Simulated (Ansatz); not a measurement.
Job for Ansatz (an electronic-structure program): R-CCSD(T)/aug-cc-pVDZ on CH3Br (SMILES CBr) with ghost functions, monomers drawn apart or pushed together. The run froze 15 orbitals, filled d shells among them.

Ansatz 0.2 input:
```yaml
crystal:
  periodic: [false, false, false]
  atoms:
    - {symbol: C, position_ang: [0.09734000, -1.45512808, 2.60378168]}
    - {symbol: Br, position_ang: [-0.78724319, 0.28042518, 2.86578883]}
    - {symbol: H, position_ang: [0.96170020, -1.47497854, 3.25763832]}
    - {symbol: H, position_ang: [0.37975099, -1.50654034, 1.55798716]}
    - {symbol: H, position_ang: [-0.61997569, -2.22270772, 2.87105211]}
basis:
  gaussian:
    orbitals: aug-cc-pVDZ
    ghost_atoms:
      - {symbol: O, position_ang: [0.34622330, 0.03161449, -0.11398864]}
      - {symbol: H, position_ang: [-0.02326593, 0.55664892, 0.60845326]}
      - {symbol: H, position_ang: [-0.32053056, 0.05273740, -0.80785887]}
magnetization: {spin_polarized: false}
correlation: {method: ccsd_t, electrons: outside_noble_gas}
scf: {lower_state_search: off}
```

Output:

```
WARN ansatz: RAYON_NUM_THREADS=1 ignored (pool sized by the plan → 1); use --threads N
Functional definition: HF
these checks for a lower state are left out or cut short: stability, starts, cluster_reference, orbital_swaps, neighbouring_geometries, increment
integrals: 0.25 GiB planned
1178 factors; integrals over basis functions are off by at most 1.1e-3 eV
mean field: 0.38 GiB planned
mean field evaluation 1: about -71075.5992 eV, gradient 1.5e1 eV
mean field evaluation 2: about -71075.5996 eV, gradient 1.5e1 eV
mean field evaluation 4: about -71076.2888 eV, gradient 1.8e0 eV
mean field evaluation 8: about -71076.3008 eV, gradient 5.8e-2 eV
mean field -71076.30085656 eV, -2612.0058792317 hartree, gradient 1.9e-6 eV, S^2 0.000000; 0 other end points of the search recorded, 0 dependent functions left out
15 core orbitals not correlated
reference -71076.30085656 eV, -2612.0058792317 hartree; 7, 7 occupied and 105, 105 virtual orbitals, 1178 factors
second order -7.64002456 eV of doubles, -0.00000000 eV of singles
coupled cluster: 0.56 GiB planned
cycle   1  -8.18554164 eV  change   -5.5e-1 eV  update   6.0e-2
cycle   2  -8.39681664 eV  change   -2.1e-1 eV  update   1.8e-2
cycle   3  -8.42894819 eV  change   -3.2e-2 eV  update   6.5e-3
cycle   4  -8.42868705 eV  change    2.6e-4 eV  update   1.6e-3
cycle   5  -8.42866835 eV  change    1.9e-5 eV  update   4.6e-4
cycle   6  -8.42872380 eV  change   -5.5e-5 eV  update   1.4e-4
cycle   7  -8.42874322 eV  change   -1.9e-5 eV  update   4.2e-5
cycle   8  -8.42875061 eV  change   -7.4e-6 eV  update   1.3e-5
perturbative correction -0.25164680 eV, -0.0092478495 hartree
Total energy: -71084.98125398 eV, -2612.3248779528 hartree
Checks for a lower state left out: stability, starts, cluster_reference, orbital_swaps, neighbouring_geometries, increment
```

The run converged.

Cost: about 9 core-seconds (a rough figure).
